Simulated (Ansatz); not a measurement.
`[CH3][K]` → `[CH2]` (triplet) + `[KH]` at 700 K and 1 bar (formal loss of a carbene).

Computed with Ansatz on PBE0-D4/def2-TZVP structures; ΔE is electronic, products minus reactants. CCSD(T)/CBS is the MP2 limit (def2-TZVPP, def2-QZVPP) plus CCSD(T) − MP2 in def2-TZVPP, frozen cores. This one scheme is used for every species. Triplets are unrestricted, without spin–orbit coupling. For K outer-core shells are correlated without core-valence functions, which leaves a few kJ/mol of doubt a bond. Scalar relativity is left out up to krypton.

| species | CCSD(T)/CBS energy (Eh) | H − E (kJ/mol) | S (J/(mol·K)) |
| --- | --- | --- | --- |
| `[CH3][K]` | -639.25569 | 122.9 | 311.0 |
| `[CH2]` (triplet) | -39.09499 | 70.4 | 226.8 |
| `[KH]` | -599.99245 | 28.0 | 226.1 |

H − E and S are ideal-gas, rigid-rotor, harmonic terms from PBE0-D4/def2-TZVP, with the whole ground term of open shells counted as degenerate. 1 Eh = 2625.50 kJ/mol, R = 8.31446 J/(mol·K).

Question: By hand: ΔE, ΔH, ΔS and ΔG.

Answer: ΔE = (-39.09499) + (-599.99245) − (-639.25569) = 0.16825 Eh = 441.7 kJ/mol. Δ(H − E) = 70.4 + 28.0 − 122.9 = -24.5, so ΔH = 417.2 kJ/mol. ΔS = 226.8 + 226.1 − 311.0 = 141.9 J/(mol·K). ΔG = 417.2 − 700 × (141.9)/1000 = 317.9 kJ/mol.

Question: By hand: the equilibrium constant, and the temperature at which ΔG would vanish if ΔH and ΔS stayed fixed.

Answer: log₁₀ K = −ΔG/(RT ln 10) = -23.7. ΔG = 0 at ΔH/ΔS = 2940 K, far beyond where these terms or the molecules hold.

The number of gas molecules changes by +1, which sets the sign of ΔS. A doubt of 5 kJ/mol in ΔE shifts log₁₀ K by 0.4 here. A triplet takes part, so the spin changes. These are equilibria of isolated gas molecules and say nothing of rates. Largest T1 diagnostic: 0.017 (customary marks: 0.02 for closed shells, 0.045 for open ones).
